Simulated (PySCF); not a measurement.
H$_{12}$FeO$_{6}$ (SMILES [OH2]->[Fe+2](<-[OH2])(<-[OH2])(<-[OH2])(<-[OH2])<-[OH2]), charge +2, quintet (typed; the unrestricted solution is spin-contaminated), at a GFN2-xTB geometry (such geometries of metal compounds can be far from the true shape). Base run: B3LYP/STO-3G (PySCF).

Input for PySCF:
```python
from pyscf import gto, scf, dft

mol = gto.Mole()
mol.atom = '''
    Fe    0.000000   -0.000000    0.000000
    O    -0.798692    1.921218   -1.090255
    H    -1.604320    1.999455   -1.612140
    H    -0.387585    2.791986   -1.106912
    O     1.858948    1.210841    0.771896
    H     1.927534    1.706370    1.594859
    H     2.708607    1.313419    0.330218
    O     1.193336   -0.600358   -1.932140
    H     1.749449   -1.377380   -2.052538
    H     1.226682   -0.119887   -2.766142
    O    -1.193336    0.600358    1.932140
    H    -1.749449    1.377380    2.052538
    H    -1.226682    0.119887    2.766142
    O    -1.858948   -1.210841   -0.771896
    H    -1.927534   -1.706370   -1.594859
    H    -2.708607   -1.313419   -0.330218
    O     0.798692   -1.921218    1.090255
    H     0.387585   -2.791986    1.106912
    H     1.604320   -1.999455    1.612140
'''
mol.basis = 'sto-3g'
mol.charge = 2
mol.spin = 4
mol.verbose = 4
mol.build()

mf = dft.UKS(mol)
mf.xc = 'b3lyp'
mf.kernel()
mf.analyze()
```

Variants of this job, named by their change:

| change | ΔE vs base (mEh) | fitting functions | outcome |
|---|---|---|---|
| base | 0.000 | - | converged |
| auxbasis = autoaux | -5.573 | 737 | converged |
| auxbasis = even-tempered beta=2.0 | -6.243 | 553 | converged |
| auxbasis = def2-universal-jfit | 1071.9 | 515 | converged |
| auxbasis = default (with mf = mf.density_fit()) | -3.308 | 942 | converged |
| auxbasis = cc-pvtz-jkfit | - | - | input refused |
| auxbasis = def2-universal-jkfit | -3.308 | 942 | converged |
| auxbasis = even-tempered beta=3.0 | -65.798 | 364 | converged |
| only_dfj = on; auxbasis = def2-universal-jfit | -20.790 | 515 | converged |
| auxbasis = cc-pvtz-ri | - | - | input refused |

A fitting set is made for a task (jfit for Coulomb, jkfit for Coulomb and exchange, ri for correlation) and for a family of orbital bases.

Open shells are given as the SCF converged; they aren't shown to be the lowest states, and a large step between rows can be another state.

- auxbasis = cc-pvtz-jkfit: ended with `pyscf.lib.exceptions.BasisNotFoundError: Basis set not found for Fe in cc-pvtz-jkfit`
- auxbasis = cc-pvtz-ri: ended with `pyscf.lib.exceptions.BasisNotFoundError: Basis set not found for Fe in cc-pvtz-ri`
